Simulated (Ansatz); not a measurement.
`C[C](C)(C)[Sn]([Cl])([Cl])[Cl]` + H₂ → `[Cl][SnH]([Cl])[Cl]` + `CC(C)C`  (hydrogenolysis of the Sn–C bond)

Gas-phase electronic energies from Ansatz, PBE0-D4/def2-TZVP geometries. CBS: MP2 limit from def2 TZ/QZ plus the TZ coupled-cluster correction, frozen cores. This one scheme is used for every species. DFT in def2-TZVPP. HSE06 is defined as in plane-wave codes. def2 core potentials past Kr. For Sn outer-core shells are correlated without core-valence functions, which leaves a few kJ/mol of doubt a bond.

`C[C](C)(C)[Sn]([Cl])([Cl])[Cl]`:

```xyz
17

C    -0.862   -0.861   -1.072
C    -0.174    0.141   -0.160
C     0.655    1.141   -0.950
C    -1.166    0.837    0.758
Sn    1.194   -0.971    1.099
Cl    0.100   -2.549    2.402
Cl    2.785   -2.121   -0.138
Cl    2.357    0.404    2.561
H    -1.563   -0.325   -1.724
H    -1.436   -1.602   -0.510
H    -0.153   -1.388   -1.714
H     1.178    1.847   -0.301
H    -0.013    1.722   -1.599
H     1.391    0.650   -1.591
H    -1.873    1.410    0.147
H    -0.675    1.538    1.438
H    -1.744    0.126    1.353
```

H₂:

Z-matrix (Å, degrees):
```
H
H 1 0.746
```

`[Cl][SnH]([Cl])[Cl]`:

Cartesian coordinates in Å:
```
Cl 0.374 2.159 -0.487
Sn -0.153 -0.011 0.066
Cl 1.449 -0.754 1.539
Cl 0.033 -1.273 -1.848
H -1.704 -0.121 0.731
```

`CC(C)C`:

Cartesian coordinates in Å:
```
C 0.993 1.041 0.172
C 0.268 -0.293 0.078
C -0.278 -0.518 -1.325
C -0.842 -0.384 1.115
H 1.414 1.197 1.169
H 1.810 1.103 -0.551
H 0.306 1.869 -0.031
H 0.994 -1.089 0.289
H -1.010 0.255 -1.582
H -0.776 -1.487 -1.408
H 0.518 -0.483 -2.073
H -1.349 -1.352 1.073
H -1.594 0.393 0.944
H -0.453 -0.252 2.128
```

| level | ΔE (kJ/mol) | difference from CCSD(T)/CBS |
| --- | --- | --- |
| B97M-V | -27.1 | -24.8 |
| B2PLYP | -22.2 | -19.9 |
| HSE06 | -30.1 | -27.8 |
| RPA@PBE/def2-TZVPP | -8.7 | -6.4 |
| HF/def2-SVP | -63.0 | -60.7 |
| MP2/def2-SVP | -7.0 | -4.7 |
| CCSD(T)/def2-SVP | -17.5 | -15.2 |
| HF/def2-QZVPP | -67.8 | -65.5 |
| MP2/def2-QZVPP | 11.9 | 14.2 |
| SCS-MP2/def2-QZVPP | -3.7 | -1.4 |
| CCSD(T)/CBS | -2.3 | 0 |

Largest T1 diagnostic among the species: 0.011.

From r2SCAN to r2SCAN0 (25 % exact exchange), in def2-TZVPP and without D4, ΔE moves by −8.8 kJ/mol. The D4 term adds +28.1 kJ/mol with B3LYP and +16.6 kJ/mol with PBE0; it sums over pairs of atoms, weighted by their polarisabilities, and B3LYP, whose exchange is more repulsive, gets the larger term. Leaving LDA and LC-ωPBE aside and taking each functional with its dispersion term where it has one, the values, not all of them listed here, spread over 27.9 kJ/mol, from B97M-V to revPBE-D4. LDA lies +11.9 kJ/mol from PBE without D4.

CCSD(T)/CBS has its own doubt, a few kJ/mol and more with outer-core shells, so smaller differences from it don't rank the levels.

B3LYP here is the variant with VWN-RPA as its local correlation; programs differ in this.
